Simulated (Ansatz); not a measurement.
Reaction (redistribution): `C[SiH](F)N[SiH2]F` + `N#C[SiH3]` → `C[SiH](F)C#N` + `F[SiH2]N[SiH3]`

Computed with Ansatz on PBE0-D4/def2-TZVP structures; ΔE is electronic, products minus reactants. CBS: MP2 limit from def2 TZ/QZ plus the TZ coupled-cluster correction, frozen cores. This one scheme is used for every species. Functionals use def2-TZVPP. B3LYP here is the variant with VWN-RPA as its local correlation; programs differ in this. HSE06 is defined as in plane-wave codes. One conformer a species, not always the lowest.

| level | ΔE (kJ/mol) | difference from CCSD(T)/CBS |
| --- | --- | --- |
| LDA (SPW92) | 24.6 | 2.8 |
| revPBE-D4 | 21.5 | -0.3 |
| B3LYP-D4 | 21.7 | -0.1 |
| HSE06-D4 | 22.0 | 0.2 |
| BHLYP | 20.9 | -0.9 |
| HF/def2-TZVPP | 19.4 | -2.4 |
| SCS-MP2/def2-TZVPP | 19.8 | -2.0 |
| CCSD/def2-TZVPP | 21.5 | -0.3 |
| MP2/def2-QZVPP | 20.7 | -1.1 |
| HF/CBS(def2) | 19.1 | -2.7 |
| CCSD(T)/CBS | 21.8 | 0 |

Largest T1 diagnostic among the species: 0.013.

Leaving LDA and LC-ωPBE aside and taking each functional with its dispersion term where it has one, the values, not all of them listed here, spread over 2.5 kJ/mol, from B97M-V to r2SCAN0-D4.
